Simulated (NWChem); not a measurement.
Species: GeSiH$_{3}$Cl, singlet; SMILES [SiH3][Ge][Cl]

Program: NWChem. Low-valent species are run as closed-shell singlets; no triplet was tried in these runs. Each level has its own optimisation; frequencies are unscaled.

For level BLYP/def2-SVP:

```yaml
r Cl–Ge (Å): 2.247
highest harmonic frequency (cm⁻¹): 2138
lowest (cm⁻¹): 73
zero-point energy (kcal/mol): 15.2
dipole (D): 1.47
```

Problem. How do the values read with level Hartree-Fock/3-21G instead?

Solution. 
- r Cl–Ge (Å): 2.307
- highest harmonic frequency (cm⁻¹): 2287
- lowest (cm⁻¹): 92
- zero-point energy (kcal/mol): 16.4
- dipole (D): 3.66
